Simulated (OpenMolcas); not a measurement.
## Ions of charge +3 along the 3d row on the Ge site of Cs2GeF6

| Property | Result |
| --- | --- |
| Program | OpenMolcas |
| Method | SS-CASPT2, IPEA 0.25 Eh, imaginary shift 0.1 Eh |
| Spin-orbit coupling | RASSI with atomic mean-field integrals over the reference wave functions |

The d shell is active; CASPT2 correlates the ligand valence shells and the outer metal core. Each dopant is a cluster with its nearest anions in model potentials and point charges, with no relaxation and no local charge compensation. Distances were set from a Shannon-type radius of the metal (high-spin where two are listed) plus a fixed donor radius (F 1.31 Å), in hosts weighted 0.65 to 0.35 with the host's distance in the model lattice. Ligand basis ANO-RCC-VDZP, DKH2 Hamiltonian. States (labels of O, the rotations of Oh). Energies in cm-1 above the lowest state or level, χT in cm3 K/mol; under a threefold ground state the first gap can be a small split of the lowest multiplet, not the spin-orbit step; 10Dq and B are least-squares fits to the states below 45000 cm-1, weighted by degeneracy, with a free offset, and given where the rms deviation is under 5 % of |10Dq| (or 100 cm-1) and under 700 cm-1. Spin-only χT is S(S+1) / 2 for the spin of the ground state.

```
 Ion  Shell  R (Å)   Metal basis  Ground state  First state of that spin   10Dq  B (rms of fit)  First gap with spin-orbit (degeneracies)  χT at 300 K  First state of another spin  Spin-only χT
Ti3+    3d1  1.918  ANO-RCC-VTZP           2T2                  2E 20360  20363                                                220 (4, 2)        0.443                                      0.375
 V3+    3d2  1.899  ANO-RCC-VTZP           3T1                 3T2 17670  19299       783 (199)                                  4 (2, 3)        0.892                    1T2 10540         1.000
Cr3+    3d3  1.883  ANO-RCC-VTZP           4A2                 4T2 18050                                                     14650 (4, 4)        1.842                     2E 14680         1.875
Mn3+    3d4  1.902  ANO-RCC-VTZP            5E                 5T2 16380                                                        16 (1, 3)        2.954                     3T1 5760         3.000
Fe3+    3d5  1.902  ANO-RCC-VTZP           6A1                                                                               15960 (6, 2)        4.383                    4T1 16500         4.375
Co3+    3d6  1.879  ANO-RCC-VTZP           5T2                  5E 15180                                                       240 (3, 2)        3.997                      1A1 260         3.000
Ni3+    3d7  1.873  ANO-RCC-VTZP           4T1                 4T2 15100                                                       400 (2, 4)        3.195                      2E 1240         1.875
```

Every ion keeps the highest spin of its shell. χT departs most from the spin-only value for Ni3+, by +1.320 cm3 K/mol.

Roots that are degenerate in the reference are averaged as groups; the widest CASPT2 spread within a group is 1800 cm-1 (the 3-fold group of multiplicity 1 near 25800 cm-1 above the lowest state of its run, Co3+). Shifts and gaps below about the spread of the groups concerned are not significant. Over all roots computed the reference weight is 0.73 in Ti3+, 0.72 to 0.73 in V3+, 0.72 to 0.73 in Cr3+, 0.71 to 0.73 in Mn3+, 0.70 to 0.73 in Fe3+, 0.68 to 0.73 in Co3+, 0.66 to 0.73 in Ni3+; the roots of lowest weight are the least certain, and an intruder state may touch them. Ligand-to-metal charge-transfer states are missing. With one d shell and no ligand orbital active, 10Dq can be off by a tenth or more. An orbital triplet at a regular site is open to Jahn-Teller coupling, which can distort the site and quench the lowest spin-orbit gaps and is left out (holds for Ti3+; V3+; Co3+; Ni3+). With no ligand orbital active B as a rule stays too high, so bands that hang on it stand too high and its fall with covalency is understated (holds for V3+; Cr3+; Mn3+; Fe3+; Co3+; Ni3+). An orbital doublet at a regular site is open to a Jahn-Teller distortion, which this geometry leaves out (holds for Mn3+). This shell can be high or low spin here, a state of another spin lies low, and with metal d orbitals alone active their balance is uncertain, so the ground spin may be wrong (holds for Mn3+; Co3+; Ni3+). These CASPT2 states fit no ligand-field parameters well, so their order and spin gaps are uncertain (holds for Mn3+; Fe3+; Co3+; Ni3+). A single d shell leaves out the double-shell effect, which counts most for late 3d ions, where the CASPT2 field can be off either way by tens of per cent (holds for Co3+; Ni3+). No measured value stands beside these numbers; the geometry was set by hand and not optimised.
